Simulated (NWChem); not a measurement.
System: WN₂H₂Cl₂; SMILES [NH]=[W](=[NH])([Cl])[Cl]

The following NWChem deck was run.

```
start job
memory heap 200 mb stack 900 mb global 1100 mb
geometry units angstroms
  W     -0.033100    -0.144882    -0.149182
  N     -1.560281    -1.024341    -0.366317
  H     -2.315416    -1.634414    -0.674987
  N      1.179615    -0.639904    -1.347950
  H      1.696477    -1.071543    -2.112303
  Cl    -0.407278     2.019427    -0.346127
  Cl     0.747071    -0.533871     1.876334
end
basis spherical
  * library def2-svp
end
ecp
  W library def2-ecp
end
dft
  xc pbe0
  iterations 150
end
driver
  maxiter 120
end
task dft optimize
```

Output (shortened):

```
             Northwest Computational Chemistry Package (NWChem) 7.3.0
             --------------------------------------------------------

 C2V symmetry detected

                             Geometry "geometry" -> ""
                             -------------------------

 Output coordinates in angstroms (scale by  1.889725989 to convert to a.u.)

  No.       Tag          Charge          X              Y              Z
 ---- ---------------- ---------- -------------- -------------- --------------
    1 W                   74.0000     0.00000000     0.00000000    -0.21268247
    2 N                    7.0000     0.00000000    -1.46785773    -1.21179059
    3 H                    1.0000     0.00000000    -2.14930142    -1.96897556
    4 N                    7.0000     0.00000000     1.46785773    -1.21179059
    5 H                    1.0000     0.00000000     2.14930142    -1.96897556
    6 Cl                  17.0000    -1.78823832     0.00000000     1.07769183
    7 Cl                  17.0000     1.78823832     0.00000000     1.07769183

 Effective nuclear repulsion energy (a.u.)    1087.8153642463

      Symmetry information
      --------------------

 Group name             C2v
 Group number             16
 Group order               4
 No. of unique centers     4

                                Z-matrix (autoz)
                                --------

 Units are Angstrom for bonds and degrees for angles

      Type          Name      I     J     K     L     M      Value
      ----------- --------  ----- ----- ----- ----- ----- ----------
    1 Stretch                  1     2                       1.77562
    2 Stretch                  1     4                       1.77562
    3 Stretch                  1     6                       2.20519
    4 Stretch                  1     7                       2.20519
    5 Stretch                  2     3                       1.01867
    6 Stretch                  4     5                       1.01867
    7 Bend                     1     2     3               166.22771
    8 Bend                     1     4     5               166.22771
    9 Bend                     2     1     4               111.51710
   10 Bend                     2     1     6               109.22356
   11 Bend                     2     1     7               109.22356
   12 Bend                     4     1     6               109.22356
   13 Bend                     4     1     7               109.22356
   14 Bend                     6     1     7               108.37235
   15 Torsion                  2     1     4     5           0.00000
   16 Torsion                  3     2     1     4           0.00000
   17 Torsion                  3     2     1     6         120.81689
   18 Torsion                  3     2     1     7        -120.81689
   19 Torsion                  5     4     1     6        -120.81689
   20 Torsion                  5     4     1     7         120.81689

                           NWChem Geometry Optimization
                           ----------------------------

 maximum gradient threshold         (gmax) =   0.000450
 rms gradient threshold             (grms) =   0.000300
 maximum cartesian step threshold   (xmax) =   0.001800
 rms cartesian step threshold       (xrms) =   0.001200
 fixed trust radius                (trust) =   0.300000
 source of zmatrix                         =   autoz

          -------------------
          Energy Minimization
          -------------------

 Using diagonal initial Hessian
 Scaling for Hessian diagonals: bonds = 1.00  angles = 0.25  torsions = 0.10

          --------
          Step   0

                                 NWChem DFT Module
                                 -----------------

 Summary of "ao basis" -> "ao basis" (spherical)
 ------------------------------------------------------------------------------
       Tag                 Description            Shells   Functions and Types
 ---------------- ------------------------------  ------  ---------------------
 W                          def2-svp                12       32   6s3p2d1f
 N                          def2-svp                 6       14   3s2p1d
 H                          def2-svp                 3        5   2s1p
 Cl                         def2-svp                 8       18   4s3p1d

      Symmetry analysis of basis
      --------------------------

        a1         42
        a2         13
        b1         25
        b2         26

[...]

      ----------------------
      Optimization converged
      ----------------------

  Step       Energy      Delta E   Gmax     Grms     Xrms     Xmax
  ---- ---------------- -------- -------- -------- -------- --------
@    7   -1097.54462060 -2.2D-07  0.00007  0.00003  0.00079  0.00163
                                     ok       ok       ok       ok

                                Z-matrix (autoz)
                                --------

 Units are Angstrom for bonds and degrees for angles

      Type          Name      I     J     K     L     M      Value     Gradient
      ----------- --------  ----- ----- ----- ----- ----- ---------- ----------
    1 Stretch                  1     2                       1.73696   -0.00001
    2 Stretch                  1     4                       1.73696   -0.00001
    3 Stretch                  1     6                       2.29477   -0.00003
    4 Stretch                  1     7                       2.29477   -0.00003
    5 Stretch                  2     3                       1.01620   -0.00007
    6 Stretch                  4     5                       1.01620   -0.00007
    7 Bend                     1     2     3               155.59251    0.00002
    8 Bend                     1     4     5               155.59251    0.00002
    9 Bend                     2     1     4               109.18036   -0.00001
   10 Bend                     2     1     6               107.41884   -0.00000
   11 Bend                     2     1     7               107.41884   -0.00000
   12 Bend                     4     1     6               107.41884   -0.00000
   13 Bend                     4     1     7               107.41884   -0.00000
   14 Bend                     6     1     7               117.78515    0.00002
   15 Torsion                  2     1     4     5           0.00000    0.00000
   16 Torsion                  3     2     1     4           0.00000    0.00000
   17 Torsion                  3     2     1     6         116.18799   -0.00001
   18 Torsion                  3     2     1     7        -116.18799    0.00001
   19 Torsion                  5     4     1     6        -116.18799    0.00001
   20 Torsion                  5     4     1     7         116.18799   -0.00001

                         Geometry "geometry" -> "geometry"
                         ---------------------------------

 Output coordinates in angstroms (scale by  1.889725989 to convert to a.u.)

  No.       Tag          Charge          X              Y              Z
 ---- ---------------- ---------- -------------- -------------- --------------
    1 W                   74.0000     0.00000000     0.00000000    -0.14391655
    2 N                    7.0000     0.00000000    -1.41566821    -1.15034472
    3 H                    1.0000     0.00000000    -1.92657334    -2.02877795
    4 N                    7.0000     0.00000000     1.41566821    -1.15034472
    5 H                    1.0000     0.00000000     1.92657334    -2.02877795
    6 Cl                  17.0000    -1.96478590     0.00000000     1.04166539
    7 Cl                  17.0000     1.96478590     0.00000000     1.04166539

 Effective nuclear repulsion energy (a.u.)    1068.3658643927

      Symmetry information
      --------------------

 Group name             C2v
 Group number             16
 Group order               4
 No. of unique centers     4

                Final and change from initial internal coordinates
                --------------------------------------------------

                                Z-matrix (autoz)
                                --------

 Units are Angstrom for bonds and degrees for angles

      Type          Name      I     J     K     L     M      Value       Change
      ----------- --------  ----- ----- ----- ----- ----- ---------- ----------
    1 Stretch                  1     2                       1.73696   -0.03866
    2 Stretch                  1     4                       1.73696   -0.03866
    3 Stretch                  1     6                       2.29477    0.08958
    4 Stretch                  1     7                       2.29477    0.08958
    5 Stretch                  2     3                       1.01620   -0.00247
    6 Stretch                  4     5                       1.01620   -0.00247
    7 Bend                     1     2     3               155.59251  -10.63520
    8 Bend                     1     4     5               155.59251  -10.63520
    9 Bend                     2     1     4               109.18036   -2.33674
   10 Bend                     2     1     6               107.41884   -1.80473
   11 Bend                     2     1     7               107.41884   -1.80473
   12 Bend                     4     1     6               107.41884   -1.80473
   13 Bend                     4     1     7               107.41884   -1.80473
   14 Bend                     6     1     7               117.78515    9.41280
   15 Torsion                  2     1     4     5           0.00000    0.00000
   16 Torsion                  3     2     1     4           0.00000    0.00000
   17 Torsion                  3     2     1     6         116.18799   -4.62890
   18 Torsion                  3     2     1     7        -116.18799    4.62890
   19 Torsion                  5     4     1     6        -116.18799    4.62890
   20 Torsion                  5     4     1     7         116.18799   -4.62890

[...]
```

Level: PBE0/def2-SVP with def2 effective core potentials on W. Not confirmed as a minimum by frequencies. def2 effective core potentials on W; no spin-orbit coupling.
